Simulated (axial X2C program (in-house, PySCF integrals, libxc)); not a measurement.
**MnSi⁻: from the spin-free to the two-component result**

Computed with an in-house all-electron X2C program for linear molecules (integrals from PySCF). Spin-free means the one-electron spin-free X2C Hamiltonian; two-component (2c) means X2C with spin–orbit coupling and atomic mean-field two-electron Coulomb and Gaunt terms, so the difference of the two also holds small scalar two-electron terms. Basis: Mn dyall-acv3z [10s11p7d4f2g], Si dyall-av3z [9s8p3d2f] (cores contracted in-house); Gaussian nuclei, density fitting, unrestricted open shells. Masses: Mn 54.938 u, Si 27.977 u.

Spin-free state: M_S = 1, Λ = 0 (beyond evenly filled blocks: δ+α, δ-α); fragments Mn- + Si for PBE0; Mn + Si- for TPSS.

```csv
level,Re (Å),ωe (cm⁻¹),De (eV),μ (D)
PBE0,2.426,264.6,n/a,-0.72
TPSS,2.272,314.8,2.080,-0.65
```

Dipoles are positive if Si is the positive end and refer to the centre of mass.

Two-component determinant lowest at the distance of the search:

Ω = 1 (⟨Sz⟩ = 1.00, ⟨Lz⟩ = 0.00 at PBE0); fragments Mn- + Si for PBE0; Mn + Si- for TPSS.

```tsv
level	Re (Å)	ωe (cm⁻¹)	De (eV)	μ (D)
PBE0	2.426	264.5	n/a	-0.72
TPSS	2.271	314.8	2.082	-0.65
```

(1) From the two tables, how do the constants change at the PBE0 level (2c against spin-free)?

The state is a single determinant with fixed occupations, the lowest that a limited PBE0 search found. De is counted from the lowest determinant-based energies of the atoms at the same level, without counterpoise correction. De is not given where an atomic determinant may have missed its ground term or J level, or where the truncated virtual space spoils (T). Density functionals use the spin component along the axis (collinear). PBE0 can misorder states that lie within some tenths of an eV, so this need not be the ground state of the molecule. The nearest other spin-free determinant of the search, M_S = 2, Λ = 0, lies 0.23 eV up at the distance of the search. Without a current term, density functionals place determinants with orbital angular momentum somewhat too high. With several unpaired electrons one determinant need not be a pure state. Open-shell Ω = 0 determinants with evenly filled partner blocks cannot be reached by this program, so the Ω shown need not be the lowest component. The highest occupied level of some functionals is positive through self-interaction error; at Hartree–Fock it is bound. The determinant is spin-polarised beyond a pure state at some levels (its spin-free form has ⟨S²⟩ too high), which makes Re and μ there less reliable.

Results:

(1) At the PBE0 level Re is unchanged within 0.001 Å and ωe is unchanged to within 0.2 cm⁻¹.
